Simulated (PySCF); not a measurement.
Molecule: `ClB(Cl)Cl`, BCl₃.

Geometry (Å), atoms numbered from 1 in this order:
```xyz
4

Cl   -0.7950   -1.5572    0.0059
B     0.0250   -0.0201   -0.0210
Cl   -0.8926    1.4610   -0.0281
Cl    1.7664    0.0353   -0.0330
```

Geometry PBE0-D3(BJ)/def2-SVP throughout; GIAO in PySCF 2.14, gas phase, one conformer, non-relativistic; equivalent atoms averaged; functional PBE0.

Q: How do the shifts δ (against HCl, BF3·OEt2 at the same level) depend on the basis set? (ppm; last column core-seconds on shared hosts with different chips, so compare them loosely)

A: 
```csv
basis set,functions,Cl1/Cl3/Cl4,B2,core-s
STO-3G,32,116.8,46.5,0.94
6-31G,48,275.9,53.6,1.8
pcSseg-0,48,284.0,66.2,1.4
6-31G*,68,245.5,50.3,2.4
def2-SVP,68,249.6,48.1,2
cc-pVDZ,68,249.6,49.5,2.2
pcSseg-1,89,287.9,51.1,3
aug-cc-pVDZ,104,274.3,47.5,3.5
"6-311+G(2d,p)",132,286.0,48.4,5
cc-pVTZ,132,280.5,50.2,4.9
def2-TZVP,142,292.1,51.0,5.8
pcSseg-2,165,287.2,52.7,7.8
IGLO-III,167,289.8,51.6,5.8
pcSseg-3,300,290.0,52.6,19
```

Q: Which nucleus moves most, in ppm?

A: Cl1/Cl3/Cl4 (chlorine bonded to B): from 116.8 ppm with STO-3G to 292.1 ppm with def2-TZVP. The smallest spread is 19.7 ppm, at B2.

Q: Taking the largest basis, pcSseg-3 (300 functions), as the yardstick, rank the others by their worst heavy-atom deviation.

A: IGLO-III 1.0 ppm (167 functions), pcSseg-1 2.1 ppm (89 functions), def2-TZVP 2.1 ppm (142 functions), pcSseg-2 2.8 ppm (165 functions), 6-311+G(2d,p) 4.3 ppm (132 functions), cc-pVTZ 9.5 ppm (132 functions), pcSseg-0 13.6 ppm (48 functions), 6-31G 14.1 ppm (48 functions), aug-cc-pVDZ 15.7 ppm (104 functions), def2-SVP 40.4 ppm (68 functions), cc-pVDZ 40.4 ppm (68 functions), 6-31G* 44.5 ppm (68 functions), STO-3G 173.2 ppm (32 functions).

A small basis that lands close on one nucleus may do so by chance; judge by the trend and by all nuclei.
